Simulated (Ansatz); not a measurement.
Geometry optimisation, RKS PBE/def2-SVP (Ansatz).

input.yaml

```yaml
crystal:
  periodic: [false, false, false]
  atoms:
    - { symbol: Hf, position_ang: [0.0, 0.0, 0.0] }
    - { symbol: O, position_ang: [0.0, 0.0, 2.42] }
    - { symbol: Si, position_ang: [-1.3147, -0.4067, 3.3836] }
    - { symbol: H, position_ang: [-2.239, -1.2403, 2.6204] }
    - { symbol: H, position_ang: [-0.8506, -1.1432, 4.5557] }
    - { symbol: H, position_ang: [-1.9987, 0.8095, 3.8133] }
    - { symbol: O, position_ang: [1.952, 0.0, -0.6893] }
    - { symbol: H, position_ang: [2.2684, -0.9521, -0.806] }
    - { symbol: O, position_ang: [-0.975, 1.6891, -0.6893] }
    - { symbol: H, position_ang: [-1.9328, 1.4584, -0.9117] }
    - { symbol: "N", position_ang: [-1.0409, -1.8034, -0.7359] }
    - { symbol: H, position_ang: [-1.5759, -2.4197, -0.0595] }
    - { symbol: H, position_ang: [-1.0055, -2.0526, -1.7656] }
    - { symbol: S, position_ang: [1.4947, 2.2541, 0.8987] }
    - { symbol: H, position_ang: [2.5716, 1.8192, 1.6804] }
    - { symbol: H, position_ang: [0.7598, 1.1459, 2.1622] }
basis:
  gaussian: { orbitals: def2-SVP }
hamiltonian:
  xc: pbe
relax:
  f_tol: 0.15
  max_steps: 25
  restrain:
    - { distance: [0, 13], at: 3.75, k: 30.0 }
    - { distance: [15, 1], at: 2.21, k: 30.0 }
    - { distance: [0, 1], at: 2.07, k: 30.0 }
    - { distance: [15, 13], at: 1.4, k: 30.0 }
```

Run as:

```bash
$ ansatz run input.yaml --threads 4 --pin off --max-ram 5120MiB --backend cpu --events-out ev --progress --plain --runs-dir out
```

Question: Where does it end, and by what steps?

Answer: The run converged. The restraints hold the end off the free minimum; the threshold counts their pulls, which the force column leaves out. Restrained pairs: Hf1–S14 (2.85 → 3.75 Å), O2–H16 (1.40 → 2.21 Å), Hf1–O2 (2.42 → 2.05 Å), S14–H16 (1.83 → 1.39 Å). After 18 steps the energy has fallen by 2.867 eV (the restraints' own energy left out); H13 moved furthest, 1.15 Å.

```
step  energy less start (eV)  largest force component (eV/Å)  accepted
   0                  0.0000                           2.692       yes
   1                 -0.4650                           2.991       yes
   2                 -0.9694                           4.413       yes
   3                 -1.7108                           3.792       yes
   4                 -2.3115                           1.196       yes
   5                 -2.5716                           0.976       yes
   6                 -2.6048                           0.969       yes
   7                 -2.6781                           0.840       yes
   8                 -2.7012                           0.808       yes
   9                 -2.6638                           1.487        no
  10                 -2.7122                           0.761       yes
  11                 -2.7207                           0.734       yes
  12                 -2.7475                           0.709       yes
  13                 -2.7641                           0.708       yes
  14                 -2.7746                           0.959       yes
  15                 -2.8375                           0.658       yes
  16                 -2.8593                           0.627       yes
  17                 -2.8459                           0.915        no
  18                 -2.8671                           0.703       yes
```

```xyz
16
Properties=species:S:1:pos:R:3
Hf -0.195 -0.217 -0.076
O -0.408 -0.108 1.958
Si -1.244 -0.513 3.345
H -2.417 -1.412 3.040
H -0.342 -1.226 4.321
H -1.765 0.734 4.016
O 1.644 -0.595 -0.593
H 2.518 -0.341 -0.915
O -1.161 1.256 -0.877
H -1.525 2.014 -1.349
N -1.183 -1.901 -0.672
H -2.198 -1.991 -0.811
H -0.740 -2.794 -0.930
S 1.644 2.645 1.502
H 2.711 1.857 1.810
H 0.774 1.751 2.109
```

Run time: 68 s on 4 threads of Arm Neoverse V1, with other jobs on the host, peak memory 0.27 GiB.
